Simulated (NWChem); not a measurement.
System: C3H5O3 cation; SMILES [OH+]=C1OCCO1

NWChem printed, in part:

```
             Northwest Computational Chemistry Package (NWChem) 7.3.0
             --------------------------------------------------------

                             Geometry "geometry" -> ""
                             -------------------------

 Output coordinates in angstroms (scale by  1.889725989 to convert to a.u.)

  No.       Tag          Charge          X              Y              Z
 ---- ---------------- ---------- -------------- -------------- --------------
    1 O                    8.0000    -0.07674800    -1.98876200    -0.03682700
    2 C                    6.0000    -0.02167300    -0.72149600    -0.02051700
    3 O                    8.0000    -1.09798000    -0.04136400    -0.07477700
    4 C                    6.0000    -0.75397100     1.37191800    -0.11206500
    5 C                    6.0000     0.76649100     1.35685500     0.11126800
    6 O                    8.0000     1.07823500    -0.06706400     0.04770000
    7 H                    1.0000     0.79944600    -2.41194700     0.02554400
    8 H                    1.0000    -1.32349800     1.87123300     0.68114100
    9 H                    1.0000    -1.06318000     1.75332900    -1.09403300
   10 H                    1.0000     1.34638300     1.85687500    -0.67383800
   11 H                    1.0000     1.08354700     1.71215900     1.10040000

 Effective nuclear repulsion energy (a.u.)     258.7913555147

                              NWChem Property Module
                              ----------------------

  itol2e modified to match energy
  convergence criterion.

                                 NWChem DFT Module
                                 -----------------

 Summary of "ao basis" -> "ao basis" (spherical)
 ------------------------------------------------------------------------------
       Tag                 Description            Shells   Functions and Types
 ---------------- ------------------------------  ------  ---------------------
 O                           6-31g*                  6       14   3s2p1d
 C                           6-31g*                  6       14   3s2p1d
 H                           6-31g*                  2        2   2s

  itol2e modified to match energy
  convergence criterion.

            General Information
            -------------------
          SCF calculation type: DFT
          Wavefunction type:  closed shell.
          No. of atoms     :    11
          No. of electrons :    46
           Alpha electrons :    23
            Beta electrons :    23
          Charge           :     1
          Spin multiplicity:     1
          Use of symmetry is: off; symmetry adaption is: off
          Maximum number of iterations: 150
          AO basis - number of functions:    94
                     number of shells:    46
          Convergence on energy requested:  1.00D-07
          Convergence on density requested:  1.00D-05
          Convergence on gradient requested:  5.00D-04

              XC Information
              --------------
                         PBE0 Method XC Functional
                     Hartree-Fock (Exact) Exchange  0.250
          PerdewBurkeErnzerhof Exchange Functional  0.750
            Perdew 1991 LDA Correlation Functional  1.000 local
           PerdewBurkeErnz. Correlation Functional  1.000 non-local

             Grid Information
             ----------------
          Grid used for XC integration:  fine
          Radial quadrature: Mura-Knowles
          Angular quadrature: Lebedev.
          Tag              B.-S. Rad. Rad. Pts. Rad. Cut. Ang. Pts.
          ---              ---------- --------- --------- ---------
          O                   0.60       70          11.0       590
          C                   0.70       70          11.0       590
          H                   0.35       60          12.0       590
          Grid pruning is: on
          Number of quadrature shells:   720
          Spatial weights used:  Erf1

      Superposition of Atomic Density Guess
      -------------------------------------

 Sum of atomic energies:        -339.73498184

[...]

          -----------------------
          Electric field gradient
          -----------------------

 1 a.u. = 0.324123 10**(16) esu/cm**3  ( or statvolts/cm**2 ) = 0.97174 10**(22) v/m**2

 ------------------------------------------------------------
   Atom      X         Y         Z
 ------------------------------------------------------------
    1 O   -0.14503  -3.75822  -0.06959
 ------------------------------------------------------------

 Electric field gradient in molecular frame (a.u.)
         XX             YY             ZZ             XY             XZ             YZ
 ------------------------------------------------------------------------------------------
        0.174754      -1.207647       1.032894       0.725699      -0.059141       0.032518

 Principal components (a.u.) and orientation
 of principal axis w.r.t. absolute frame                      Asymmetry parameter eta
 --------------------------------------------------------------------------------------
       -1.519751       1.037132       0.482619                       0.364871

       -0.394211      -0.077227       0.915769
        0.918784      -0.010524       0.394621
       -0.020838       0.996958       0.075104

 ------------------------------------------------------------
   Atom      X         Y         Z
 ------------------------------------------------------------
    2 C   -0.04096  -1.36343  -0.03877
 ------------------------------------------------------------

 Electric field gradient in molecular frame (a.u.)
         XX             YY             ZZ             XY             XZ             YZ
 ------------------------------------------------------------------------------------------
        0.089205       0.165080      -0.254285      -0.027030       0.028228       0.001974

 Principal components (a.u.) and orientation
 of principal axis w.r.t. absolute frame                      Asymmetry parameter eta
 --------------------------------------------------------------------------------------
       -0.256631       0.173832       0.082798                       0.354727

       -0.082120      -0.309056       0.947492
       -0.009928       0.950909       0.309310
        0.996573      -0.015994       0.081157

 ------------------------------------------------------------
   Atom      X         Y         Z
 ------------------------------------------------------------
    3 O   -2.07488  -0.07817  -0.14131
 ------------------------------------------------------------

 Electric field gradient in molecular frame (a.u.)
         XX             YY             ZZ             XY             XZ             YZ
 ------------------------------------------------------------------------------------------
        0.085886      -1.100369       1.014483       0.778408      -0.025713       0.106808

 Principal components (a.u.) and orientation
 of principal axis w.r.t. absolute frame                      Asymmetry parameter eta
 --------------------------------------------------------------------------------------
       -1.490454       1.020144       0.470311                       0.368903

       -0.442921       0.020769       0.896320
        0.895542       0.057898       0.441195
       -0.042732       0.998106      -0.044243

 ------------------------------------------------------------
   Atom      X         Y         Z
 ------------------------------------------------------------
    4 C   -1.42480   2.59255  -0.21177
 ------------------------------------------------------------

 Electric field gradient in molecular frame (a.u.)
         XX             YY             ZZ             XY             XZ             YZ
 ------------------------------------------------------------------------------------------
        0.110598      -0.476030       0.365432      -0.251176      -0.022073       0.021623

 Principal components (a.u.) and orientation
 of principal axis w.r.t. absolute frame                      Asymmetry parameter eta
 --------------------------------------------------------------------------------------
       -0.569050       0.370366       0.198684                       0.301699

        0.346233      -0.151644       0.925811
        0.938051       0.070189      -0.339314
       -0.013527       0.985940       0.166551

 ------------------------------------------------------------
   Atom      X         Y         Z
 ------------------------------------------------------------
    5 C    1.44846   2.56408   0.21027
 ------------------------------------------------------------

 Electric field gradient in molecular frame (a.u.)
         XX             YY             ZZ             XY             XZ             YZ
 ------------------------------------------------------------------------------------------
        0.133132      -0.497808       0.364676       0.239743      -0.016191      -0.037452

 Principal components (a.u.) and orientation
 of principal axis w.r.t. absolute frame                      Asymmetry parameter eta
 --------------------------------------------------------------------------------------
       -0.579543       0.370407       0.209136                       0.278273

       -0.318022      -0.152716       0.935703
        0.947539      -0.084644       0.308230
        0.032130       0.984639       0.171623

 ------------------------------------------------------------
   Atom      X         Y         Z
 ------------------------------------------------------------
    6 O    2.03757  -0.12673   0.09014
 ------------------------------------------------------------

 Electric field gradient in molecular frame (a.u.)
         XX             YY             ZZ             XY             XZ             YZ
 ------------------------------------------------------------------------------------------
        0.018624      -1.062609       1.043985      -0.786216      -0.050104      -0.144664

[...]
```

Level: PBE0/6-31G* (spherical d). All runs use the structure optimised with PBE0/def2-SVP. NWChem prints the field gradient with the sign opposite to the second derivative of the potential.

**Question.** Which NWChem input produces such a log?

**Answer.** This is not unique; one that fits is the input that was run:
```
start job
memory heap 200 mb stack 900 mb global 1100 mb
charge 1
geometry units angstroms noautosym nocenter noautoz
  O     -0.076748    -1.988762    -0.036827
  C     -0.021673    -0.721496    -0.020517
  O     -1.097980    -0.041364    -0.074777
  C     -0.753971     1.371918    -0.112065
  C      0.766491     1.356855     0.111268
  O      1.078235    -0.067064     0.047700
  H      0.799446    -2.411947     0.025544
  H     -1.323498     1.871233     0.681141
  H     -1.063180     1.753329    -1.094033
  H      1.346383     1.856875    -0.673838
  H      1.083547     1.712159     1.100400
end
basis spherical
  O library 6-31g*
  C library 6-31g*
  H library 6-31g*
end
dft
  xc pbe0
  iterations 150
end
property
  efieldgrad
end
task dft property
```
